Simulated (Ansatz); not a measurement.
The pair A = SiH4 (SMILES [SiH4]) (first 5 atoms), B = ClH3Si (SMILES [SiH3]Cl); geometry from B3LYP-D3(BJ)/def2-TZVP.
(charge 0, multiplicity 1):
```xyz
10

Si     0.04874     0.00567     0.02379
H      0.53973    -1.38820     0.05791
H      0.06935     0.50378    -1.37127
H      0.92633     0.86328     0.85211
H     -1.33320     0.06925     0.54634
Si     0.13680     1.01732     4.02224
Cl     0.02365    -1.00042     3.58068
H     -0.86006     1.73101     3.20239
H      1.49957     1.48766     3.71077
H     -0.15494     1.18849     5.45893
```

Frozen-core correlation.

Codes used: Ansatz (Gaussian orbitals). Values without a source in brackets are computed.

Total energies (hartree), monomers frozen at their geometry in the pair:

```tsv
structure	HF/aug-cc-pV(D+d)Z	B3LYP/def2-TZVPPD	MP2/aug-cc-pV(D+d)Z
AB	-1041.4845777	-1043.5152800	-1041.8709953
A in the pair's basis	-291.2505828	-291.9173224	-291.3724792
B in the pair's basis	-750.2357690	-751.5992374	-750.4967113
A	-291.2503089	-291.9172830	-291.3718014
B	-750.2353147	-751.5991538	-750.4955177
```

Work out the interaction energy without and with the counterpoise correction, and the superposition error, for each level.


E(AB) − E(A) − E(B), times 627.509 kcal/mol, with the monomers in their own basis and then in the pair's basis:
- HF/aug-cc-pV(D+d)Z: 0.66 uncorrected, 1.11 corrected; the monomers gain 0.46 kcal/mol from borrowed functions
- B3LYP/def2-TZVPPD: 0.73 uncorrected, 0.80 corrected; the monomers gain 0.08 kcal/mol from borrowed functions
- MP2/aug-cc-pV(D+d)Z: -2.31 uncorrected, -1.13 corrected; the monomers gain 1.17 kcal/mol from borrowed functions

Ansatz is a program for electronic structure.
